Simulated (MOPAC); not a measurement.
MOPAC input (PM7):

```
PM7 FORCE THERMO(298,298) PRECISE LET UHF MS=0.5 GEO-OK AUX(PRECISION=9) THREADS=1
H7N2Si2

N    -1.93519321 1    0.93953155 1   -0.74509376 1
Si   -1.22247486 1   -0.49251347 1    0.06009008 1
N     0.35081525 1   -0.12146351 1    0.77922646 1
Si    1.91683978 1    0.09373632 1   -0.06062782 1
H    -2.78308816 1    0.89034910 1   -1.28008084 1
H    -1.11965362 1   -1.56717052 1   -0.92242231 1
H    -2.16011358 1   -0.85802942 1    1.11849939 1
H     0.27832451 1    0.41227993 1    1.67262261 1
H     2.12084692 1   -0.95767411 1   -1.04891288 1
H     2.96450974 1    0.01703616 1    0.95076216 1
H     2.05490206 1    1.38114644 1   -0.73733267 1
```

Output:

```
 *******************************************************************************
 **                                                                           **
 **                              MOPAC v23.2.5                                **
 **                                                                           **
 *******************************************************************************
 ** MOPAC's Digital Object Identifier: https://doi.org/10.5281/zenodo.6511958 **
 **                                                                           **
 ** Please cite the open-source release paper for use of this MOPAC version:  **
 ** J. E. Moussa and J. J. P. Stewart (2026)                                  **
 ** MOPAC: An open-source semiempirical molecular orbital program             **
 ** J. Open Source Softw., 11(119), 8025, https://doi.org/10.21105/joss.08025 **
 *******************************************************************************

                              PM7 CALCULATION RESULTS

 *******************************************************************************
 *  PM7        - The PM7 Hamiltonian to be used
 *  GEO-OK     - OVERRIDE INTERATOMIC DISTANCE AND OTHER SAFETY CHECKS
 *  UHF        - UNRESTRICTED HARTREE-FOCK CALCULATION
 *  MS=        - IN MECI, MAGNETIC COMPONENT OF SPIN =  0.5
 *  LET        - OVERRIDE SOME SAFETY CHECKS
 *  PRECISE    - TIGHTER CRITERIA TO BE USED
 *  FORCE      - FORCE CALCULATION SPECIFIED
 *  AUX        - OUTPUT AUXILIARY INFORMATION
 *  THERMO     - THERMODYNAMIC QUANTITIES TO BE CALCULATED
 *******************************************************************************
PM7 FORCE THERMO(298,298) PRECISE LET UHF MS=0.5 GEO-OK AUX(PRECISION=9) THREADS=1
 H7N2Si2

   ATOM   CHEMICAL          X               Y               Z
  NUMBER   SYMBOL      (ANGSTROMS)     (ANGSTROMS)     (ANGSTROMS)

     1       N         -1.93519321  *   0.93953155  *  -0.74509376  *
     2      Si         -1.22247486  *  -0.49251347  *   0.06009008  *
     3       N          0.35081525  *  -0.12146351  *   0.77922646  *
     4      Si          1.91683978  *   0.09373632  *  -0.06062782  *
     5       H         -2.78308816  *   0.89034910  *  -1.28008084  *
     6       H         -1.11965362  *  -1.56717052  *  -0.92242231  *
     7       H         -2.16011358  *  -0.85802942  *   1.11849939  *
     8       H          0.27832451  *   0.41227993  *   1.67262261  *
     9       H          2.12084692  *  -0.95767411  *  -1.04891288  *
    10       H          2.96450974  *   0.01703616  *   0.95076216  *
    11       H          2.05490206  *   1.38114644  *  -0.73733267  *

          CARTESIAN COORDINATES

    NO.       ATOM           X           Y           Z

     1         N         -1.9352      0.9395     -0.7451
     2        Si         -1.2225     -0.4925      0.0601
     3         N          0.3508     -0.1215      0.7792
     4        Si          1.9168      0.0937     -0.0606
     5         H         -2.7831      0.8903     -1.2801
     6         H         -1.1197     -1.5672     -0.9224
     7         H         -2.1601     -0.8580      1.1185
     8         H          0.2783      0.4123      1.6726
     9         H          2.1208     -0.9577     -1.0489
    10         H          2.9645      0.0170      0.9508
    11         H          2.0549      1.3811     -0.7373

[...]
 VIBRATION         23   23A           ATOM PAIR      ENERGY CONTRIBUTION    RADIAL
 FREQUENCY          2303.70         Si 2 -- H  6         +71.7% ( 84.6%)     99.6%
 TRANSITION DIPOLE   0.1642         Si 2 -- H  7         +13.9% ( 37.3%)     90.0%
 TRAVEL (Ang.)       0.2334         Si 4 -- H 10          +8.9% ( 29.8%)     98.9%
 REDUCED MASS        0.5373         Si 4 -- H  9          +5.0% ( 22.3%)     97.7%
 EFFECTIVE MASS      1.2562
 FORCE CONSTANT      1.6800

 VIBRATION         24   24A           ATOM PAIR      ENERGY CONTRIBUTION    RADIAL
 FREQUENCY          2304.73         Si 4 -- H 10         +47.6% ( 69.6%)     98.6%
 TRANSITION DIPOLE   0.2465         Si 4 -- H  9         +37.5% ( 61.7%)     98.3%
 TRAVEL (Ang.)       0.2723         Si 2 -- H  6         +12.5% ( 35.7%)     99.9%
 REDUCED MASS        0.3946         Si 2 -- H  7          +1.0% ( 10.2%)     76.7%
 EFFECTIVE MASS      1.3896
 FORCE CONSTANT      1.2349

 VIBRATION         25   25A           ATOM PAIR      ENERGY CONTRIBUTION    RADIAL
 FREQUENCY          2312.53         Si 4 -- H  9         +52.8% ( 71.8%)     98.9%
 TRANSITION DIPOLE   0.0682         Si 4 -- H 10         +34.0% ( 57.7%)     97.4%
 TRAVEL (Ang.)       0.2684         Si 4 -- H 11         +12.9% ( 35.6%)     92.2%
 REDUCED MASS        0.4049         Si 2 -- H  7          +0.1% (  3.4%)     99.3%
 EFFECTIVE MASS      1.1367
 FORCE CONSTANT      1.2757

 VIBRATION         26   26A           ATOM PAIR      ENERGY CONTRIBUTION    RADIAL
 FREQUENCY          2683.04         N  3 -- H  8         +99.0% ( 99.9%)     99.9%
 TRANSITION DIPOLE   0.9645         N  3 -- Si 4          +0.5% (  6.9%)     13.4%
 TRAVEL (Ang.)       0.1634         Si 2 -- N  3          +0.5% (  6.9%)     12.1%
 REDUCED MASS        0.9418
 EFFECTIVE MASS      1.3374
 FORCE CONSTANT      3.9943

 VIBRATION         27   27A           ATOM PAIR      ENERGY CONTRIBUTION    RADIAL
 FREQUENCY          2748.02         N  1 -- H  5         +99.5% (100.0%)     99.6%
 TRANSITION DIPOLE   0.7742         N  1 -- Si 2          +0.5% (  7.3%)     34.0%
 TRAVEL (Ang.)       0.1615
 REDUCED MASS        0.9404
 EFFECTIVE MASS      1.3879
 FORCE CONSTANT      4.1839

      SYMMETRY NUMBER FOR POINT-GROUP C1  =  1

          SYSTEM IS A GROUND STATE

 H7N2Si2

          MOLECULE IS NOT LINEAR

          THERE ARE 27 GENUINE VIBRATIONS IN THIS SYSTEM
          THIS THERMODYNAMICS CALCULATION IS LIMITED TO
          MOLECULES WHICH HAVE NO INTERNAL ROTATIONS

                    CALCULATED THERMODYNAMIC PROPERTIES
                                          *
   TEMP. (K)   PARTITION FUNCTION   H.O.F.    ENTHALPY  HEAT CAPACITY ENTROPY
                                   KCAL/MOL   CAL/MOLE    CAL/K/MOL  CAL/K/MOL

 298.00  VIB.     0.7957D+02                  2888.8173    19.9305    18.3913
         ROT.     0.1394D+06                   888.2803     2.9808    26.5201
         INT.     0.1110D+08                  3777.0976    22.9113    44.9114
         TRA.     0.8426D+27                  1480.4672     4.9680    39.4425
         TOT.                        4.191    5257.5648    27.8793    84.3539

   *: NOTE: HEATS OF FORMATION ARE RELATIVE TO THE
            ELEMENTS IN THEIR STANDARD STATE AT 298K
              (=  Standard Enthalpy of Formation).

            Hvib:  Zero-point energy is not included.
                   frequencies of less than zero cm-1 are not included.
            Hrot = (3/2)RT
            Htra = (3/2)RT + pV = (5/2)RT

            Heat capacity is Cp, not Cv

          For more information, see: HTTP://OpenMOPAC.net/Manual/thermochemistry.html

           FORCE CONSTANT IN CARTESIAN COORDINATES (Millidynes/A)

    ATOM   CHEMICAL       X               Y               Z
   NUMBER   SYMBOL  FORCE CONSTANT  FORCE CONSTANT  FORCE CONSTANT

      1       N        4.843159        3.323989        0.087220
      2      Si        5.144624        5.805383        4.971023
      3       N        1.306104        6.310635        5.700369
      4      Si        4.606283        5.176999        5.442923
      5       H        1.739455        2.846940        0.072800
      6       H        0.552718        1.054537        2.013331
      7       H        0.489452        0.878898        2.231900
      8       H        0.160396        1.479797        3.431943
      9       H        0.559665        0.883490        2.207394
     10       H        1.405820        1.756704        0.476257
     11       H        2.391089        0.803412        0.404700

 **********************
 *                    *
 * JOB ENDED NORMALLY *
 *                    *
 **********************

 == MOPAC DONE ==
```
